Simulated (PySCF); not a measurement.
B3LYP has the VWN-RPA correlation part, as in Gaussian. 

Z-matrix (Å, degrees):
```
B
N 1 1.3992
H 2 1.0035 1 122.57
H 2 1.0116 3 113.35 1 180.00
N 1 1.3992 2 127.78 3 -180.00
H 5 1.0035 1 122.57 2 180.00
H 5 1.0116 6 113.35 1 180.00
```
Charge 0, spin multiplicity 2.

Question: Estimate the highest occupied spin orbital, dipole moment and total energy that B3LYP-D3(BJ)/def2-TZVP run with PySCF 2.14.0 returns for this input.

Answer: 
| Quantity | Value |
|---|---|
| highest occupied spin orbital | -4.91 eV |
| dipole moment | 1.64 D |
| total energy | -136.8402 Ha |
